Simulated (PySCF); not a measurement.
## r2SCAN on Sb (antimony, neutral)

Configuration: [Kr] 4d10 5s1 5p4, 5s spin antiparallel (an excited configuration). All numbers are calculated (PySCF 2.14, the spin-free X2C one-electron Hamiltonian (Gaussian nucleus), in aug-cc-pwCVTZ-DK3).

```json
{
 "Total energy": "-6480.18 hartree",
 "One-electron energy": "-8895.92 hartree",
 "Hartree (Coulomb) energy": "2587.79 hartree",
 "Exchange-correlation energy": "-172.05 hartree",
 "⟨S²⟩": "1.7540",
 "⟨L²⟩": "2.030",
 "Sum of ⟨r⟩": "37.18 bohr",
 "Sum of ⟨r²⟩": "64.01 bohr²",
 "Traceless quadrupole moment −½Σ⟨3z² − r²⟩ along its main axis": "-3.47 e·bohr²",
 "Langevin diamagnetic susceptibility": "-50.7 ×10⁻⁶ cm³/mol",
 "Time after the integrals": "about 7 core-seconds"
}
```

| shell | electrons | mean orbital energy (eV) | spread (eV) | rms radius, mean of both spins (bohr) |
| --- | --- | --- | --- | --- |
| 1s α | 1 | -30301.5 | 0 | 0.0326 |
| 1s β | 1 | -30301.4 | 0 | 0.0326 |
| 2s β | 1 | -4629.6 | 0 | 0.133 |
| 2s α | 1 | -4629.6 | 0 | 0.133 |
| 2p α | 3 | -4156.6 | 0.086 | 0.118 |
| 2p β | 3 | -4156.6 | 0.037 | 0.118 |
| 3s β | 1 | -915.55 | 0 | 0.353 |
| 3s α | 1 | -915.54 | 0 | 0.353 |
| 3p α | 3 | -759.85 | 0.199 | 0.353 |
| 3p β | 3 | -759.85 | 0.155 | 0.353 |
| 3d α | 5 | -521.31 | 0.179 | 0.333 |
| 3d β | 5 | -521.31 | 0.139 | 0.333 |
| 4s β | 1 | -154.01 | 0 | 0.843 |
| 4s α | 1 | -154.00 | 0 | 0.843 |
| 4p β | 3 | -106.07 | 0.331 | 0.911 |
| 4p α | 3 | -106.05 | 0.418 | 0.911 |
| 4d β | 5 | -35.850 | 0.329 | 1.12 |
| 4d α | 5 | -35.793 | 0.505 | 1.12 |
| 5s β | 1 | -13.567 | 0 | 2.34 |
| 5p α | 3 | -5.947 | 1.166 | 3.06 |
| 5p β | 1 | -5.399 | 0 | 3.06 |

With the s spin flipped the determinant is a mixture of two multiplicities, not a spectroscopic state.

Densities and radii are taken from the X2C orbitals without a picture-change correction, which distorts them close to the nucleus.
